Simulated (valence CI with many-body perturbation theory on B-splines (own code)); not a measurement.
**Yb XXIX: E2, M1 decay**

Level of theory: relativistic CI+MBPT: six valence electrons over a frozen Dirac-Fock core [Kr], radial functions for each j: 7 s, 7 p, 8 d, 6 f, 4 g, 1 h, with the one-electron correlation potential Σ1, the two-electron term Σ2, the three-electron term Σ3, Breit, model QED; selected CI, second order for the rest, scaled by the run's own slope (own B-spline code, finite nucleus).

No measured spectrum was set against this ion. As an estimate, large intervals hold to a few tenths of a per cent, small ones and those within an open d or f shell to about a per cent. Core correlation moves these levels by up to 8200 cm⁻¹, and in measured spectra 5 to 20 % of such shifts remained as error; rates that hang on mixing are uncertain with them. Among the levels kept, up to 780 cm⁻¹ of a level comes from second order outside the variational space, and about a tenth of that is noise between levels of different J, which matters for small intervals. Only levels of the ground parity were solved; by the run's estimate the other parity begins above the list, which can be wrong where configurations are misplaced.

Lines 1 to 50 of 120 in falling wavelength, among levels below 57.156 eV, chosen from the decays that carry over 1 % of a level's rate. Wavelengths and rates use the calculated energies. Electric multipoles are in the length gauge, E1 and E2 with the static RPA response of the core. Weak lines are less certain than strong ones. Lines between different terms over intervals too small for the method are left out, as are lines whose strength nearly cancels. The highest levels of a list are the least certain.

Levels are named by their leading jj configuration (3d3/2^4 stands for four electrons in 3d with j = 3/2), which in mixed levels can hold well under half, so a name can repeat and another be missing. Letters in brackets count levels of one name in rising energy.

| λ vac (nm) | Upper | Lower | Type | A (s⁻¹) | Branch % |
| --- | --- | --- | --- | --- | --- |
| 5744 | (4d3/2^3 4d5/2^3) J=6 | (4d3/2^3 4d5/2^3) J=5 | M1 | 3.49e-02 | 13.0 |
| 521.3 | (4d3/2^4 4d5/2^2) J=2 | (4d3/2^4 4d5/2^2) J=4 | E2 | 2.33e-03 | 100.0 |
| 468.1 | (4d3/2^3 4d5/2^3) J=5 | (4d3/2^3 4d5/2^3) J=4 [a] | M1 | 9.14e+01 | 2.7 |
| 353.5 | (4d3/2^3 4d5/2^3) J=2 [b] | (4d3/2^3 4d5/2^3) J=3 [b] | M1 | 1.16e+02 | 1.3 |
| 303.5 | (4d3/2^3 4d5/2^3) J=1 [a] | (4d3/2^4 4d5/2^2) J=0 | M1 | 6.34e+02 | 4.5 |
| 299.6 | (4d3/2^3 4d5/2^3) J=4 [b] | (4d3/2^3 4d5/2^3) J=3 [b] | M1 | 1.23e+02 | 8.4 |
| 291.3 | (4d3/2^3 4d5/2^3) J=2 [a] | (4d3/2^3 4d5/2^3) J=1 [a] | M1 | 2.25e+02 | 1.9 |
| 254.8 | (4d3/2^4 4d5/2^2) J=0 | (4d3/2^4 4d5/2^2) J=2 | E2 | 2.67e-01 | 100.0 |
| 250.8 | (4d3/2^3 4d5/2^3) J=3 [b] | (4d3/2^3 4d5/2^3) J=4 [a] | M1 | 3.02e+02 | 3.0 |
| 236.0 | (4d3/2^3 4d5/2^3) J=3 [c] | (4d3/2^3 4d5/2^3) J=3 [b] | M1 | 7.78e+01 | 1.1 |
| 217.9 | (4d3/2^3 4d5/2^3) J=3 [c] | (4d3/2^3 4d5/2^3) J=2 [a] | M1 | 2.88e+02 | 4.0 |
| 211.8 | (4d3/2^2 4d5/2^4) J=5 | (4d3/2^3 4d5/2^3) J=4 [b] | M1 | 1.03e+03 | 5.9 |
| 198.5 | (4d3/2^3 4d5/2^3) J=3 [b] | (4d3/2^3 4d5/2^3) J=3 [a] | M1 | 5.51e+02 | 5.5 |
| 198.3 | (4d3/2^2 4d5/2^4) J=3 [a] | (4d3/2^3 4d5/2^3) J=2 [b] | M1 | 5.84e+02 | 1.9 |
| 192.7 | (4d3/2^3 4d5/2^3) J=4 [b] | (4d3/2^3 4d5/2^3) J=5 | M1 | 1.98e+02 | 13.5 |
| 191.2 | (4d3/2^2 4d5/2^4) J=1 | (4d3/2^2 4d5/2^4) J=2 [a] | M1 | 2.52e+02 | 1.0 |
| 190.0 | (4d3/2^2 4d5/2^4) J=2 [a] | (4d3/2^3 4d5/2^3) J=3 [b] | M1 | 4.76e+02 | 1.4 |
| 169.7 | (4d3/2^2 4d5/2^4) J=2 [d] | (4d3/2^2 4d5/2^4) J=2 [c] | M1 | 5.69e+02 | 2.4 |
| 167.6 | (4d3/2^3 4d5/2^3) J=3 [a] | (4d3/2^4 4d5/2^2) J=2 | M1 | 2.64e+03 | 19.1 |
| 163.8 | (4d3/2^2 4d5/2^4) J=3 [b] | (4d3/2^3 4d5/2^3) J=4 [b] | M1 | 2.27e+03 | 11.3 |
| 156.5 | (4d3/2^2 4d5/2^4) J=2 [c] | (4d3/2^2 4d5/2^4) J=3 [a] | M1 | 5.72e+02 | 1.7 |
| 156.0 | (4d3/2^3 4d5/2^3) J=0 | (4d3/2^3 4d5/2^3) J=1 [a] | M1 | 2.89e+03 | 96.9 |
| 151.2 | (4d3/2^3 4d5/2^3) J=2 [b] | (4d3/2^3 4d5/2^3) J=1 [a] | M1 | 1.00e+03 | 11.0 |
| 151.2 | (4d3/2^2 4d5/2^4) J=3 [b] | (4d3/2^3 4d5/2^3) J=2 [b] | M1 | 5.41e+02 | 2.7 |
| 145.5 | (4d3/2^3 4d5/2^3) J=1 [b] | (4d3/2^3 4d5/2^3) J=1 [a] | M1 | 1.08e+03 | 12.3 |
| 143.3 | (4d3/2^2 4d5/2^4) J=4 [a] | (4d3/2^3 4d5/2^3) J=3 [b] | M1 | 7.15e+02 | 2.1 |
| 142.5 | (4d3/2^2 4d5/2^4) J=4 [b] | (4d3/2^3 4d5/2^3) J=3 [c] | M1 | 6.97e+02 | 3.8 |
| 140.6 | (4d3/2^2 4d5/2^4) J=4 [c] | (4d3/2^2 4d5/2^4) J=5 | M1 | 7.58e+02 | 3.1 |
| 138.5 | (4d3/2^3 4d5/2^3) J=1 [a] | (4d3/2^4 4d5/2^2) J=2 | M1 | 1.35e+04 | 95.5 |
| 136.5 | (4d3/2^3 4d5/2^3) J=4 [b] | (4d3/2^3 4d5/2^3) J=4 [a] | M1 | 8.03e+02 | 54.5 |
| 135.0 | (4d3/2^2 4d5/2^4) J=1 | (4d3/2^3 4d5/2^3) J=1 [b] | M1 | 4.02e+03 | 16.5 |
| 132.7 | (4d3/2 4d5/2^5) J=2 | (4d3/2^2 4d5/2^4) J=2 [c] | M1 | 1.34e+03 | 2.5 |
| 130.5 | (4d3/2^2 4d5/2^4) J=1 | (4d3/2^3 4d5/2^3) J=2 [b] | M1 | 2.26e+03 | 9.3 |
| 127.2 | (4d3/2^2 4d5/2^4) J=1 | (4d3/2^3 4d5/2^3) J=0 | M1 | 4.74e+03 | 19.5 |
| 127.1 | (4d3/2^3 4d5/2^3) J=2 [b] | (4d3/2^3 4d5/2^3) J=3 [a] | M1 | 6.16e+03 | 67.5 |
| 127.0 | (4d3/2^2 4d5/2^4) J=3 [a] | (4d3/2^3 4d5/2^3) J=3 [b] | M1 | 1.02e+03 | 3.4 |
| 126.8 | (4d3/2^3 4d5/2^3) J=3 [a] | (4d3/2^4 4d5/2^2) J=4 | M1 | 1.12e+04 | 80.9 |
| 125.9 | (4d3/2 4d5/2^5) J=3 | (4d3/2^2 4d5/2^4) J=2 [c] | M1 | 5.76e+03 | 12.3 |
| 122.1 | (4d3/2^2 4d5/2^4) J=4 [c] | (4d3/2^2 4d5/2^4) J=4 [a] | M1 | 8.75e+02 | 3.6 |
| 121.6 | (4d3/2^2 4d5/2^4) J=2 [b] | (4d3/2^3 4d5/2^3) J=1 [b] | M1 | 4.17e+02 | 1.9 |
| 121.6 | (4d3/2^2 4d5/2^4) J=3 [a] | (4d3/2^3 4d5/2^3) J=2 [a] | M1 | 3.65e+03 | 12.1 |
| 117.9 | (4d3/2^2 4d5/2^4) J=2 [b] | (4d3/2^3 4d5/2^3) J=2 [b] | M1 | 1.53e+03 | 7.1 |
| 113.3 | (4d3/2^2 4d5/2^4) J=4 [a] | (4d3/2^3 4d5/2^3) J=5 | M1 | 5.18e+03 | 15.0 |
| 113.1 | (4d3/2^2 4d5/2^4) J=2 [d] | (4d3/2^2 4d5/2^4) J=2 [b] | M1 | 5.92e+02 | 2.5 |
| 111.9 | (4d3/2^3 4d5/2^3) J=4 [a] | (4d3/2^4 4d5/2^2) J=4 | M1 | 1.50e+04 | 100.0 |
| 111.1 | (4d3/2^2 4d5/2^4) J=2 [c] | (4d3/2^2 4d5/2^4) J=2 [a] | M1 | 7.53e+02 | 2.2 |
| 110.5 | (4d3/2^2 4d5/2^4) J=2 [a] | (4d3/2^3 4d5/2^3) J=1 [a] | M1 | 6.92e+03 | 20.2 |
| 105.9 | (4d3/2^2 4d5/2^4) J=3 [b] | (4d3/2^3 4d5/2^3) J=3 [b] | M1 | 8.44e+03 | 42.0 |
| 102.7 | (4d3/2^2 4d5/2^4) J=5 | (4d3/2^3 4d5/2^3) J=6 | M1 | 1.02e+04 | 58.2 |
| 102.1 | (4d3/2^2 4d5/2^4) J=3 [b] | (4d3/2^3 4d5/2^3) J=2 [a] | M1 | 5.20e+03 | 25.9 |
